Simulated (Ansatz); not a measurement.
AlH₇OSi₂, SMILES `[AlH2][O][SiH2][SiH3]`, 11 atoms. Charge 0, multiplicity 1. All runs use 4 threads of an Arm Neoverse V1 on a shared host. Correlated methods freeze the cores.

(1) How many basis functions does each run have, and how long does it take in Ansatz? RKS PBE0-D4/def2-SVP energy; RKS PBE-QIDH (frozen core)/def2-TZVPP energy; RKS PBE0-D4/def2-QZVPP energy; RKS ωB97M-V/def2-QZVPP energy; RKS PBE0-D4/def2-TZVP relaxation (7 steps); RHF-CCSD(T)/def2-SVP energy; RKS ωB97M-V/def2-SVP energy; RKS CAM-B3LYP-D4/def2-TZVPP energy; direct RPA on PBE orbitals/def2-TZVPP energy; RHF-MP2/def2-QZVPP energy; RKS SPW92 (LDA)/def2-TZVPP energy; RKS PBE0-D4/def2-TZVP frequencies. (Best estimate.)

Results:

(1) The calculation gave: Other jobs shared the machine, so times are rough.

| level | job | functions | wall time | peak host memory (GiB) |
| --- | --- | --- | --- | --- |
| RKS PBE0-D4/def2-SVP | energy | 103 | 1.2 s | 0.2 |
| RKS SPW92 (LDA)/def2-TZVPP | energy | 255 | 1.4 s | 0.34 |
| RHF-CCSD(T)/def2-SVP | energy | 103 | 2.8 s | 0.37 |
| RKS CAM-B3LYP-D4/def2-TZVPP | energy | 255 | 4.3 s | 0.75 |
| direct RPA on PBE orbitals/def2-TZVPP | energy | 255 | 4.8 s | 0.55 |
| RKS ωB97M-V/def2-SVP | energy | 103 | 5.5 s | 0.33 |
| RKS PBE-QIDH (frozen core)/def2-TZVPP | energy | 255 | 6 s | 0.63 |
| RKS PBE0-D4/def2-QZVPP | energy | 477 | 9.5 s | 1.8 |
| RKS ωB97M-V/def2-QZVPP | energy | 477 | 21 s | 2.2 |
| RHF-MP2/def2-QZVPP | energy | 477 | 22 s | 2.6 |
| RKS PBE0-D4/def2-TZVP | relaxation (7 steps) | 184 | 26 s | 0.47 |
| RKS PBE0-D4/def2-TZVP | frequencies | 184 | 2.4 min | 0.5 |
